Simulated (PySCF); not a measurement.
Isomers of C8H6S, one GFN2-xTB conformer each. Single-point energies are computed at PBE0/pcSseg-1 (PySCF, gas phase, no added dispersion term), electronic only.

Problem. Rank them by PBE0/pcSseg-1 energy, lowest first (kcal/mol).
A. benzo[b]thiophene (`c1ccc2sccc2c1`)
B. `c1ccc2cscc2c1` (benzo[c]thiophene)
C. `[CH:1]#[C:2][c:3]1[cH:4][c:5]([CH:6]=[CH2:7])[cH:8][s:9]1` with C4–C5–C6–C7 0°

Solution. A (0.0), B (11.3), C (68.9).

As drawn, the highest has a C≡C bond and a C=C bond outside aromatic rings, which the lowest lacks. GFN2-xTB itself gives, in the same order: 0.0, 9.7, 64.8. Both levels put the same isomer lowest; measured from each level's own lowest isomer, the values differ by up to 4.1 kcal/mol (C#Cc1cc(C=C)cs1: 64.8 against 68.9).

Problem. Which frontier levels, dipoles and rotational constants go with these structures?

Solution. 
| SMILES | HOMO (eV, PBE0/pcSseg-1) | LUMO (eV) | dipole (D) | A, B, C (MHz) |
| --- | --- | --- | --- | --- |
| c1ccc2sccc2c1 | -6.42 | -0.84 | 0.63 | 3187, 1323, 934.8 |
| c1ccc2cscc2c1 | -5.93 | -1.58 | 0.07 | 3744, 1161, 886.3 |
| C#Cc1cc(C=C)cs1 | -6.47 | -1.28 | 0.67 | 2771, 951.1, 708.1 |
